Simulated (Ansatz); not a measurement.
CH₆BNSi. Total charge 0; spin multiplicity 1. The bonds changed during the relaxation, so this is another structure than the one it started from. The geometry is a stationary point of PBE0-D4/def2-TZVP.

```xyz
10

B    -0.549    1.285   -0.120
Si    1.173    0.034   -0.839
C     0.526   -0.819    0.757
N    -0.593   -0.152    0.133
H    -1.333    1.728   -0.902
H     0.025    1.947    0.693
H     0.727   -1.033   -1.821
H     0.414   -1.895    0.820
H     0.810   -0.351    1.695
H    -1.200   -0.744   -0.415
```

(1) What is the dipole moment at ωB97M-V/def2-TZVPP? (An estimate is asked.)

(2) And with PBE, r2SCAN, B3LYP? (Best estimate.)

(3) Give the Mulliken charges with ωB97M-V, PBE, B3LYP in def2-TZVPP. (Best estimate.)

Results:

(1) Computed: 2.33 D, with components (-0.63, -2.16, 0.62) D in this frame, pointing from negative to positive charge.

(2) Ansatz gave: PBE 2.52 D, r2SCAN 2.57 D, B3LYP 2.38 D.

(3) The calculation gave: 
```csv
atom,ωB97M-V,PBE,B3LYP
B1,-0.27,-0.19,-0.16
Si2,0.08,0.05,0.10
C3,-0.22,-0.16,-0.18
N4,-0.06,-0.02,-0.07
H5,0.07,0.01,0.03
H6,0.07,0.01,0.02
H7,-0.07,-0.09,-0.11
H8,0.11,0.09,0.10
H9,0.12,0.10,0.10
H10,0.16,0.19,0.18
```

B3LYP here is the variant with VWN-RPA as its local correlation; programs differ in this.
